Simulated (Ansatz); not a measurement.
Isolated molecules relaxed with PBE0-D4/def2-TZVP in Ansatz; ΔE leaves out vibrations. CCSD(T)/CBS is the MP2 limit (def2-TZVPP, def2-QZVPP) plus CCSD(T) − MP2 in def2-TZVPP, frozen cores. This one scheme is used for every species. Each species was taken in one conformer, which may not be the lowest.

Reaction (hydrogenolysis of a B–F bond): `BCB(C)F` + H₂ → `BCBC` + H–F

`BCB(C)F`:

```xyz
12

B     0.782   -1.579    0.533
C    -0.182   -1.017   -0.538
B     0.065    0.534   -0.635
C    -0.516    1.597    0.347
F     0.819    0.969   -1.647
H     1.775   -2.172    0.226
H     0.569   -1.387    1.697
H    -1.212   -1.114   -0.170
H    -0.057   -1.475   -1.520
H    -0.852    1.175    1.295
H     0.196    2.403    0.540
H    -1.388    2.067   -0.128
```

H₂:

Z-matrix (Å, degrees):
```
H
H 1 0.746
```

`BCBC`:

```xyz
12

B    -1.383   -0.600    0.952
C    -0.971   -0.419   -0.529
B     0.594   -0.332   -0.563
C     1.384    0.919   -0.078
H    -1.260    0.307    1.725
H    -1.794   -1.647    1.363
H    -1.362   -1.195   -1.187
H    -1.312    0.584   -0.824
H     1.216   -1.278   -0.966
H     0.774    1.745    0.293
H     2.018    1.288   -0.894
H     2.093    0.628    0.708
```

H–F:

Z-matrix (Å, degrees):
```
F
H 1 0.920
```

```tsv
species	MP2/def2-QZVPP energy (Eh)
`BCB(C)F`	-229.64128
H₂	-1.16658
`BCBC`	-130.39041
H–F	-100.36692
```

(1) Work out ΔE.

Largest T1 diagnostic among the species: 0.012.

Answers

(1) ΔE = (-130.39041) + (-100.36692) − (-229.64128) − (-1.16658) = 0.05053 Eh = +1.37 eV. CCSD(T)/CBS gives +1.35 eV.

From PBE to PBE0 (25 % exact exchange), in def2-TZVPP and without D4, ΔE moves by −0.04 eV.
